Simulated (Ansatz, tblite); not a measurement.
Removing and adding an electron: the cluster Ag2Sn. Charge 0, multiplicity 1. Geometry: B3LYP-D4/def2-TZVP. Ansatz, gas phase; energy differences of separate SCF runs; the oxidised species was run as a doublet alone; the reduced species was run as a doublet alone.

Cartesian coordinates in Å:
```
Ag -1.135 -1.240 -0.460
Ag 0.988 1.077 -0.949
Sn 0.147 0.163 1.409
```

In the def2 sets Ag, Sn take a core potential; there is no spin–orbit coupling. The xTB rows come from tblite. The structure comes from a short search, and lower isomers may exist.

```
               level  −HOMO (eV)  vertical IE (eV)  −LUMO (eV)  vertical EA (eV)  HOMO–LUMO gap (eV)  IE − EA (eV)                       remarks
            GFN1-xTB        8.49             11.71        7.79              4.52                0.70          7.19                             –
            GFN2-xTB        9.25             12.17        8.34              5.72                0.91          6.45                             –
    PBE-D4/def2-TZVP        4.61              7.03        3.78                 –                0.84             –                             –
   PBE-D4/def2-TZVPD        4.62                 –        3.78              1.62                0.84             –  HOMO above zero (-1 doublet)
 r2SCAN-D4/def2-TZVP        4.69              6.92        3.59                 –                1.10             –                             –
r2SCAN-D4/def2-TZVPD        4.69                 –        3.59              1.70                1.10             –  HOMO above zero (-1 doublet)
   PBE0-D4/def2-TZVP        5.16              6.82        2.92                 –                2.23             –                             –
  PBE0-D4/def2-TZVPD        5.16                 –        2.93              1.56                2.23             –                             –
```

Relaxing the oxidised species (B3LYP-D4/def2-TZVP) changes its energy by -0.25 eV at PBE-D4/def2-TZVP, so the adiabatic ionisation energy to this nearest minimum is 6.78 eV. At PBE0-D4/def2-TZVP it is 6.57 eV.     A HOMO above zero means that the electron is unbound at that level or that self-interaction error raises the level; the energy of removing that electron tells which. Raw xTB energy differences between charge states are shifted by several eV; the methods need an empirical correction for them.
